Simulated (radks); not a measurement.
Values are calculated unless marked as measured or tabulated.
The platinum anion Pt2-, [Hg], held by a Watson sphere: a shell of charge +2 at radius R that stands for the Madelung well of a crystal (potential energy -2/R inside, -2/r outside, in hartree with lengths in bohr). Level of theory: scalar-relativistic Kohn-Sham, PBE, spin-polarised, spherical densities, point nucleus (a radial shooting solver on a logarithmic mesh with Libxc functionals).

R (bohr)  e(5p) (eV)  e(6s) (eV)  e(5d) (eV)  <r> 5d (bohr)  sum of <r^2> (bohr^2)  X-ray form factor at sin(theta)/lambda = 0.1 1/angstrom
2.68         -54.982      -7.063      -6.111          1.801                  78.84                                                   75.085
4.19         -52.874      -4.936      -3.556          1.903                  93.04                                                   74.634
5.33         -51.776      -3.638      -2.334          1.944                  103.4                                                   74.448
5.52         -51.628      -3.462      -2.174          1.950                  105.2                                                   74.426
6.43         -51.042      -2.752      -1.548          1.977                  114.2                                                   74.347
6.45         -51.031      -2.739      -1.537          1.978                  114.4                                                   74.346
